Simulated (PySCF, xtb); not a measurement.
C8H16O2, SMILES CC(C)C(=O)OC(C)(C)C.

GFN2-xTB run with xtb at its own geometry gives an orbital gap of 4.77 eV and a dipole moment of 2.60 D.

Coordinates come from a B3LYP-D3(BJ)/def2-SVP optimisation. Other conformers were not sampled.

Question: What does r2SCAN/def2-SVP run with PySCF give? (The exact figures need the calculation; the answer reports its results.)

Answer: gap 5.77 eV (levels -6.09 and -0.32 eV), dipole 1.93 D.
